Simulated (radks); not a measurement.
Results of a calculation; reference values are marked as such.
Polarisability of the promethium ion Pm7+, [Kr] 4d10 4f3 5s2 5p3, at imaginary frequency. Code: a radial shooting solver on a logarithmic mesh with Libxc functionals. Model: non-relativistic Kohn-Sham, LDA (Slater exchange, VWN5 correlation), spin-polarised, spherical densities, point nucleus; open shells are filled with parallel spins first (spin-orbit coupling, left out, can overturn this in heavy ions); relativity is left out, which matters for an element this heavy. Response by self-consistent Sternheimer equations with the Hartree and adiabatic LDA kernel.

w (hartree),alpha1(iw) (bohr^3)
0.00266,3.248
0.0143,3.248
0.0360,3.245
0.0697,3.237
0.118,3.216
0.186,3.171
0.280,3.081
0.413,2.915
0.605,2.635
0.892,2.212
1.35,1.665
2.12,1.092
3.59,0.6133
6.94,0.2693
17.5,0.06855

Static values: alpha1 = 3.248 bohr^3 (0.4813 angstrom^3; uncoupled 5.783). C6 = 11.62, triple-dipole C9 = 26.12 atomic units. One-pole (London) frequency 4 C6 / (3 alpha1^2) = 1.468 hartree, against 3.903 for minus the highest occupied eigenvalue. The dipole shielding factor is 0.885, as the force sum rule N/Z = 0.885 demands.
